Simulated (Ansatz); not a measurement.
Isolated molecules relaxed with PBE0-D4/def2-TZVP in Ansatz; ΔE leaves out vibrations. CCSD(T)/CBS is the MP2 limit (def2-TZVPP, def2-QZVPP) plus CCSD(T) − MP2 in def2-TZVPP, frozen cores. DFT in def2-TZVPP. B3LYP here is the variant with VWN-RPA as its local correlation; programs differ in this. One conformer a species, not always the lowest.

`C=CC[SiH](F)F` + `OCO[SiH2]F` → `F[SiH2]O[SiH](F)F` + `C=CCCO`  (formal exchange of groups at the Si–C bond)

Task: Is it downhill or uphill in electronic energy at CCSD(T)/CBS, and by how much? (Estimate.)

Result: Ansatz gave: Downhill: ΔE = -1.59 eV.

Task: What do these levels give: ωB97X-V, r2SCAN, B3LYP, MP2/def2-TZVPP, SCS-MP2/def2-TZVPP, CCSD/def2-TZVPP, HF/def2-QZVPP, MP2/def2-QZVPP, SCS-MP2/def2-QZVPP, HF/CBS(def2), MP2/CBS(def2), CCSD/CBS(def2)? (Best estimate.)

Result: Computed: ωB97X-V -1.47, r2SCAN -1.48, B3LYP -1.47, MP2/def2-TZVPP -1.60, SCS-MP2/def2-TZVPP -1.59, CCSD/def2-TZVPP -1.58, HF/def2-QZVPP -1.68, MP2/def2-QZVPP -1.63, SCS-MP2/def2-QZVPP -1.62, HF/CBS(def2) -1.68, MP2/CBS(def2) -1.63, CCSD/CBS(def2) -1.62 eV.

Largest T1 diagnostic among the species: 0.012.

In def2-TZVPP, CCSD(T) changes the Hartree–Fock value by +0.09 eV (the triples alone add +0.03 eV) and MP2 by +0.05 eV. From PBE to PBE0 (25 % exact exchange), in def2-TZVPP and without D4, ΔE moves by −0.10 eV.
